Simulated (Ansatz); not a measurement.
`[Br][GeH2][Br]` + `FC[SiH3]` → `[GeH3][Br]` + `FC[SiH2]Br` at 400 K and 1 bar (redistribution).

Program: Ansatz. Geometries: PBE0-D4/def2-TZVP. ΔE: electronic, gas phase. CCSD(T)/CBS adds triple-zeta CCSD(T) − MP2 to the extrapolated MP2 energy (def2 sets, frozen cores). For Br, Ge outer-core shells are correlated without core-valence functions, which leaves a few kJ/mol of doubt a bond. Scalar relativity is left out up to krypton. Each species was taken in one conformer, which may not be the lowest.

```tsv
species	CCSD(T)/CBS energy (Eh)	H − E (kJ/mol)	S (J/(mol·K))
`[Br][GeH2][Br]`	-7224.02757	69.7	346.0
`FC[SiH3]`	-429.90570	165.5	311.5
`[GeH3][Br]`	-4651.26096	81.9	293.4
`FC[SiH2]Br`	-3002.67960	153.4	360.7
```

H − E and S are ideal-gas, rigid-rotor, harmonic terms from PBE0-D4/def2-TZVP, for one conformer and one mirror image of each species. 1 Eh = 2625.50 kJ/mol, R = 8.31446 J/(mol·K).

Task: By hand: ΔE, ΔH, ΔS and ΔG.

Result: ΔE = (-4651.26096) + (-3002.67960) − (-7224.02757) − (-429.90570) = -0.00729 Eh = -19.1 kJ/mol. Δ(H − E) = 81.9 + 153.4 − 69.7 − 165.5 = 0.1, so ΔH = -19.0 kJ/mol. ΔS = 293.4 + 360.7 − 346.0 − 311.5 = -3.4 J/(mol·K). ΔG = -19.0 − 400 × (-3.4)/1000 = -17.6 kJ/mol.

Task: By hand: the equilibrium constant, and the temperature at which ΔG would vanish if ΔH and ΔS stayed fixed.

Result: log₁₀ K = −ΔG/(RT ln 10) = 2.3. ΔG = 0 at ΔH/ΔS = 5588 K, far beyond where these terms or the molecules hold.

The number of gas molecules stays the same, so ΔS is small and ΔH decides. A doubt of 5 kJ/mol in ΔE shifts log₁₀ K by 0.7 here. Other conformers and mirror images would add mixing entropy, several J/(mol·K) or more a flexible species. These are equilibria of isolated gas molecules and say nothing of rates. Largest T1 diagnostic: 0.011 (customary marks: 0.02 for closed shells, 0.045 for open ones).
